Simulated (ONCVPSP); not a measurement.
## Cu, ONCV: configuration errors across variants

- Element: Cu (Z = 29)
- Generator: ONCVPSP 4.0.1
- Type: optimised norm-conserving Vanderbilt (ONCV)
- Functional: PW91
- Relativity: scalar-relativistic
- Frozen core: [Ne]
- Valence charge: 19
- Reference configuration: 3s2 3p6 3d8 (charge +3)
- Partial waves: 3s: rc 0.90 bohr, ncon 4, nbas 8, qcut 15.1 1/bohr, 2 projectors, debl 2 Ha; 3p: rc 1.10 bohr, ncon 4, nbas 7, qcut 15.8 1/bohr, 2 projectors, debl 1.6 Ha; 3d: rc 0.90 bohr, ncon 4, nbas 9, qcut 19.9 1/bohr, local
- Local potential: the d channel
- Core correction: Teter function, fcfact 2.5, rcfact 1.25

In the s channel the program set the typed energies aside and used -5.907, 0.250 Ha. In the p channel the program set the typed energies aside and used -4.333, 0.250 Ha.

All-electron excitation energies from the reference (eV): (1) 3s2 3p6 3d10 4s1 -68.772; (2) 3s2 3p6 3d10 -60.568; (3) 3s2 3p6 3d9 -39.134; (4) 3s1 3p6 3d10 4s1 53.476.

2 further variants failed, have other tests or too few solved ones, and are left out.

A true bound ghost makes a file unfit for plane-wave use even where its test errors are small: the radial tests pick states by their node count and pass the ghost by.

Errors AE − PS in meV (a dash: test not solved or not reliable):

```tsv
change	(1)	(2)	(3)	(4)	bound ghosts	GHOST(+) flags above zero
base	-12	-11	-1.7	+13	s	p
all radii but the core radius scaled by about 1.06 (s 0.96, p 1.16, d 0.96 bohr)	-18	-18	-3.8	+18	s, p	none
all radii but the core radius scaled by about 1.14 (s 1.02, p 1.26, d 1.02 bohr)	-24	-22	-4.7	+20	s	p
all radii but the core radius scaled by about 1.24 (s 1.12, p 1.36, d 1.12 bohr)	–	-48	-12	+7.7	s	none
```

Q: Give the same row for: all radii but the core radius scaled by about 0.87 (s 0.78, p 0.96, d 0.78 bohr).

A: -5.4, -4.4, 0.0, -0.4; bound ghosts: none; GHOST(+) flags above zero: s.
